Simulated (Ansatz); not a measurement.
Two isomers of C4H3F3: A = `FC1=C[C@H](F)[C@H]1F`, B = `FC1=C(F)C(F)C1`.

Gas-phase electronic energies from Ansatz, PBE0-D4/def2-TZVP geometries. CCSD(T)/CBS is the MP2 limit (def2-TZVPP, def2-QZVPP) plus CCSD(T) − MP2 in def2-TZVPP, frozen cores. Functionals use def2-TZVPP.

A:

Z-matrix (Å, degrees):
```
C
F 1 1.375
C 1 1.552 2 114.7
C 1 1.503 2 115.5 3 -99.7
H 1 1.092 2 108.2 3 127.3
F 3 1.370 1 116.5 2 122.0
C 3 1.491 1 83.6 2 -121.5
H 3 1.092 1 113.1 2 -5.2
H 4 1.080 1 132.8 2 -58.6
F 7 1.311 3 129.0 1 -174.4
```

B:

Z-matrix (Å, degrees):
```
C
F 1 1.374
C 1 1.558 2 114.3
C 1 1.490 2 116.0 3 98.6
H 1 1.093 2 107.8 3 -128.9
C 3 1.497 1 84.5 2 118.9
H 3 1.092 1 115.3 2 -124.6
H 3 1.091 1 112.1 2 3.1
F 4 1.315 1 130.9 2 65.5
F 6 1.313 3 129.8 1 174.5
```

(1) Which is lower in electronic energy at CCSD(T)/CBS, and by how much? (Best estimate.)

(2) Give E(B) − E(A) in kcal/mol with PBE0-D4, B2PLYP, CCSD(T)/def2-SVP, ωB97M-V, MP2/def2-TZVPP, HF/def2-TZVPP, CCSD(T)/def2-TZVPP. (An estimate is asked.)

(3) Does the order hold for the free energy at 298.15 K (harmonic terms from PBE0-D4)? (Best estimate.)

Largest T1 diagnostic: 0.012.

Answers

(1) The calculation gave: A, by 2.8 kcal/mol.

(2) The calculation gave: PBE0-D4 1.4, B2PLYP 2.5, CCSD(T)/def2-SVP 2.3, ωB97M-V 2.7, MP2/def2-TZVPP 2.5, HF/def2-TZVPP 4.0, CCSD(T)/def2-TZVPP 2.6. None reverses the order clearly.

(3) Computed: Yes: G(B) − G(A) = +3.0 kcal/mol.

From BLYP to BHLYP (50 % exact exchange), in def2-TZVPP and without D4, E(B) − E(A) moves by +0.9 kcal/mol. Leaving LDA and LC-ωPBE aside and taking each functional with its dispersion term where it has one, the values, not all of them listed here, spread over 2.0 kcal/mol, from PBE-D4 to BHLYP-D4.
